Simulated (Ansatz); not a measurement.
Ansatz (an electronic-structure program) input (X2C-CCSD(T)/cc-pVTZ-DK):

Ansatz 0.2 input:
```yaml
crystal:
  periodic: [false, false, false]
  atoms:
    - {symbol: O, position_ang: [-1.20865748, -0.76389175, -0.02986086]}
    - {symbol: B, position_ang: [-0.04392350, -0.02776039, -0.00108517]}
    - {symbol: O, position_ang: [-0.19589077, 1.32381661, 0.13294235]}
    - {symbol: O, position_ang: [1.11595131, -0.74232296, -0.11021152]}
    - {symbol: H, position_ang: [0.59972762, 1.85068936, 0.02230521]}
    - {symbol: H, position_ang: [1.92866542, -0.25270266, 0.04016078]}
basis:
  gaussian:
    orbitals: cc-pVTZ-DK
magnetization: {spin_polarized: true, initial_magnetization: 1}
correlation: {method: ccsd_t, electrons: outside_noble_gas}
```

Output:

```
Functional definition: HF
integrals: 0.56 GiB planned
901 factors; integrals over basis functions are off by at most 1.5e-3 eV
mean field: 0.44 GiB planned
mean field evaluation 1: about -6821.2915 eV, gradient 3.1e1 eV
mean field evaluation 2: about -6821.2942 eV, gradient 3.1e1 eV
mean field evaluation 4: about -6824.9502 eV, gradient 2.7e0 eV
mean field evaluation 8: about -6825.0081 eV, gradient 2.0e-1 eV
mean field evaluation 16: about -6824.9455 eV, gradient 2.7e0 eV
mean field evaluation 32: about -6825.0156 eV, gradient 2.1e-3 eV
mean field evaluation 64: about -6824.4460 eV, gradient 6.1e-3 eV
mean field evaluation 96: about -6821.9941 eV, gradient 7.2e-1 eV
mean field -6825.01555975 eV, -250.8146956592 hartree, gradient 3.6e-6 eV, S^2 0.756848; 6 other end points of the search recorded, 0 dependent functions left out
determinant -6825.01555975 eV, -250.8146956592 hartree, with singles and doubles -6846.12236362 eV, -251.5903563947 hartree
determinant -6824.44596612 eV, -250.7937634792 hartree, with singles and doubles -6845.59029137 eV, -251.5708031000 hartree
determinant -6822.00061411 eV, -250.7038984503 hartree, with singles and doubles -6843.22912787 eV, -251.4840319420 hartree
determinant -6825.01555975 eV, -250.8146956592 hartree, with singles and doubles -6846.06806785 eV, -251.5883610619 hartree
determinant -6824.44596612 eV, -250.7937634792 hartree, with singles and doubles -6845.53554848 eV, -251.5687913360 hartree
4 core orbitals not correlated
reference -6825.01555975 eV, -250.8146956592 hartree; 12, 11 occupied and 132, 133 virtual orbitals, 901 factors
second order -20.57545550 eV of doubles, -0.00000000 eV of singles
coupled cluster: 1.65 GiB planned
cycle   1  -21.05250549 eV  change    2.6e-6 eV  update   3.3e-6
perturbative correction -0.72470311 eV, -0.0266323481 hartree
Total energy: -6846.79276835 eV, -251.6149933142 hartree
Relativity: scalar
```

It need not be the lowest isomer of its formula.
